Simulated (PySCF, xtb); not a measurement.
ClHSi, SMILES [SiH]Cl (connectivity only; charge and spin as stated), charge -1, multiplicity 2.

Harmonic wavenumbers (cm⁻¹) from xtb with GFN2-xTB at its own minimum, in rising order: 138, 522, 1574.

Task: What does B3LYP-D3(BJ)/def2-TZVPD run with PySCF give at its own minimum? (An estimate is asked for; the answer gives what the named calculation found.)

Result: 336, 713, 1862. Paired by order, the mean absolute difference is 226 cm⁻¹ and the zero-point energies are 3.2 and 4.2 kcal/mol.
